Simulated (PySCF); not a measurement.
# Dipole response of Fe+ (iron, charge +1)

[Ar] 3d6 4s1, high-spin 6D determinant. All numbers are calculated (PySCF 2.14, the spin-free X2C one-electron Hamiltonian (Gaussian nucleus), in aug-cc-pwCVTZ-DK (10s9p7d4f3g, 127 functions)). Coupled (time-dependent) response in atomic units; α is the mean over directions.

```json
{"method": "UHF", "mean α (bohr³)": "34.63", "α xx, yy, zz": "33.40, 33.40, 37.09", "C₆ (like pair)": "180.2", "S(−4)": "1122"}
{"method": "PBE", "mean α (bohr³)": "24.56", "α xx, yy, zz": "24.22, 24.22, 25.24", "C₆ (like pair)": "122.4", "S(−4)": "472.3"}
```

S(−4) is the Cauchy moment in α(ω) = α(0) + S(−4) ω² + …

α(iu) at UHF:

```csv
u (hartree),α(iu) (bohr³)
0,34.63
0.0500,32.06
0.100,26.40
0.200,16.25
0.300,10.66
0.500,5.936
0.750,3.758
1.00,2.745
1.50,1.762
2.00,1.268
3.00,0.7665
5.00,0.3745
```

For an ion, C₆ is the dispersion term alone; charge-induced terms of lower order in 1/R come first.

The components differ because the open shell of this determinant is not spherical; for a pure term their mean is the scalar polarisability.
